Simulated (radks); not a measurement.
Species: Ba+. Configuration: [Xe] 6s1 (the NIST ground configuration). Calculated with a radial shooting solver on a logarithmic mesh with Libxc functionals: Dirac Kohn-Sham, PBE, spin-unpolarised, spherical densities, finite nucleus; Fermi nuclear charge, rms radius 4.8378 fm.

Spin-orbit splittings of the eigenvalues, e(l+1/2) - e(l-1/2), with zeta = 2 splitting/(2l+1) and mean radii in bohr:

| shell | occ. | splitting (eV) | zeta (eV) | <r> j=l-1/2 | <r> j=l+1/2 |
|---|---|---|---|---|---|
| 2p | 6 | 381.7 | 254.5 | 0.09193 | 0.09793 |
| 3p | 6 | 73.79 | 49.19 | 0.2815 | 0.2934 |
| 3d | 10 | 15.73 | 6.291 | 0.2644 | 0.2681 |
| 4p | 6 | ? | ? | 0.6969 | 0.7241 |
| 4d | 10 | 2.614 | 1.046 | 0.7946 | 0.8046 |
| 5p | 6 | 2.086 | 1.391 | 1.856 | 1.938 |

Estimate the 4p splitting.

Answer. 15.38 eV (zeta = 10.25 eV).
